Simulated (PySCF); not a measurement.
# Where the electron goes

C3H8ClNSi2.
Cartesian coordinates in Å at the GFN2-xTB level; atoms count from 1:
```
atom  x, y, z in Å
N1     2.9948    1.9419   -0.4727
C2     2.6070    0.8644   -0.4415
Si3    1.9301   -0.8778   -0.3931
C4     0.0383   -0.6573   -0.5282
C5    -0.5280    0.3473    0.4599
Si6   -2.4341    0.5323    0.4008
Cl7   -0.1113   -0.1704    2.1309
H8     2.4483   -1.5612   -1.5811
H9     2.3723   -1.4912    0.8548
H10   -0.4553   -1.6208   -0.3875
H11   -0.2248   -0.3144   -1.5320
H12   -0.0277    1.3100    0.3327
H13   -2.7821    0.9758   -0.9507
H14   -2.8250    1.5121    1.4076
H15   -3.0068   -0.7829    0.6783
```

The calculation used PySCF, TDDFT CAM-B3LYP/def2-SVPD, vertical, gas phase, core orbitals frozen in the response.

Frontier orbitals with the atoms that hold most of them (Löwdin shares over 4%, at most four atoms; ? is withheld):

```csv
orbital,ε (eV),atoms
LUMO+2,0.93,"Cl7 28%, Si3 20%, C2 10%, C5 8%"
LUMO+1,0.77,"Si3 22%, C2 20%, N1 19%, Cl7 9%"
LUMO,?,"Si3 21%, C2 15%, N1 15%, C4 10%"
HOMO,-9.56,?
HOMO-1,-10.28,?
HOMO-2,-10.79,"Cl7 26%, C4 18%, Si3 12%, N1 8%"
HOMO-3,-11.23,"N1 34%, C2 29%, Si3 14%, H9 9%"
```

Question: Which atoms hold the HOMO, and with what shares?

Answer: Cl7 (bonded to C) 40%; C5 (bonded to C, Cl, Si and H) 21%; Si6 (bonded to C and 3 H) 13%; C4 (bonded to C, Si and 2 H) 7%. By element: chlorine 40%, carbon 28% or more, silicon 13% or more.

Question: Give the leading atoms of the HOMO-1.

Answer: Cl7 (bonded to C) 76%; C5 (bonded to C, Cl, Si and H) 10%; C4 (bonded to C, Si and 2 H) 6%. By element: chlorine 76%, carbon 16% or more.

Question: What is the LUMO energy, and the HOMO–LUMO gap?

Answer: ε(LUMO) = 0.40 eV; the gap is 9.96 eV (0.3660 hartree).

Question: The HOMO–LUMO gap is 9.96 eV. Where does the response calculation put the lowest singlet, and from which orbitals?

Answer: S1 is at 6.76 eV (f = 0.0080), 3.20 eV below the gap, made of HOMO→LUMO+2 (27%), HOMO→LUMO (25%), HOMO→LUMO+3 (17%). Its leading pair isn't HOMO and LUMO; the energies of that pair differ by 10.49 eV. 

Next come S2 at 7.20 eV (f 0.0026), HOMO-3→LUMO (29%), HOMO-2→LUMO+1 (8%); S3 at 7.30 eV (f 0.0021), HOMO-1→LUMO+2 (28%), HOMO-1→LUMO (18%), HOMO-1→LUMO+1 (17%); S4 at 7.31 eV (f 0.032), HOMO→LUMO (49%), HOMO→LUMO+2 (15%); S5 at 7.48 eV (f 0.0088), HOMO-3→LUMO (24%), HOMO→LUMO+1 (23%), HOMO-2→LUMO+1 (10%).

Löwdin shares depend on the basis, the more so with diffuse functions.

Time: 96 s of wall time; peak memory 1.0 GiB. Hardware: Arm Neoverse N1, one thread, no GPU, shared host with 64 logical CPUs at a one-minute load of 56.

One conformer stands for the species.
